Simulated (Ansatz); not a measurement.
A nudged elastic band was laid between two geometries of C2H10B2Si (15 atoms, charge 0, multiplicity 1).

All numbers below come from RHF/STO-3G (Ansatz).

| Property | Result |
| --- | --- |
| movable images | 5 |
| climbing image | yes |
| spring | 5.0 eV/Å² |
| optimiser | quadratic models (default) |
| start path | IDPP |
| force threshold | 0.05 eV/Å |
| iteration limit | 60 |
| end points | relaxed |

Image 0:

```xyz
15
Properties=species:S:1:pos:R:3
B -0.041 1.635 1.017
B 0.307 0.046 0.796
C 1.147 -0.766 1.867
Si -0.274 -0.875 -0.856
C -1.023 0.260 -2.134
H 0.679 2.472 0.656
H -1.035 1.976 1.513
H 0.927 -1.829 1.879
H 1.047 -0.389 2.879
H 2.196 -0.666 1.594
H 0.835 -1.549 -1.447
H -1.240 -1.866 -0.513
H -0.320 1.019 -2.454
H -1.329 -0.289 -3.016
H -1.898 0.770 -1.751
```

Image 6:

```xyz
15
Properties=species:S:1:pos:R:3
B -1.075 1.769 1.390
B -0.188 0.569 0.706
C 1.193 0.117 1.338
Si -0.848 -0.268 -0.962
C 0.376 -1.433 -1.756
H -0.910 2.884 1.109
H -1.916 1.541 2.159
H 1.391 -0.943 1.218
H 1.303 0.364 2.389
H 1.981 0.644 0.803
H -2.041 -0.994 -0.676
H -1.190 0.739 -1.912
H 0.628 -2.254 -1.097
H -0.025 -1.859 -2.667
H 1.298 -0.928 -2.012
```

(1) Which bonds break or form, and what moves?

(2) Give the energies along the band, and the barrier.

(3) What is the geometry of the highest image?

Answers

(1) No bond is made or broken. The dihedral C3–B2–Si4–C5 goes from -171 to -7°.

(2) The run converged. The highest image is number 2 of 0 to 6, 1.4 kJ/mol above the first end and 0.9 kJ/mol above the last; the last end lies 0.5 kJ/mol above the first. A vibrational analysis at the climbing image gives no mode beyond 40i cm⁻¹: the surface is too flat there to confirm a saddle point. Limits of this set-up: minimal basis.

| image | path coordinate (Å) | energy (kJ/mol) | dihedral C3–B2–Si4–C5 (°) |
| --- | --- | --- | --- |
| 0 | 0.00 | 0.0 | -171 |
| 1 | 1.46 | 0.6 | -144 |
| 2 | 2.93 | 1.4 | -116 |
| 3 | 4.41 | 1.3 | -88 |
| 4 | 5.88 | 0.7 | -61 |
| 5 | 7.36 | 0.3 | -34 |
| 6 | 8.83 | 0.5 | -7 |

(3) 
```xyz
15
Properties=species:S:1:pos:R:3
B -0.745 1.338 1.387
B 0.109 0.034 0.871
C 1.441 -0.415 1.601
Si -0.512 -0.942 -0.738
C -0.505 0.157 -2.249
H -0.522 2.408 0.995
H -1.623 1.225 2.138
H 1.622 -1.483 1.548
H 1.501 -0.112 2.640
H 2.268 0.068 1.082
H 0.300 -2.081 -1.006
H -1.842 -1.411 -0.531
H 0.490 0.521 -2.472
H -0.859 -0.378 -3.121
H -1.144 1.020 -2.115
```

The run took 37 s on 1 thread of Arm Neoverse V1 (shared host), peak memory 0.091 GiB.
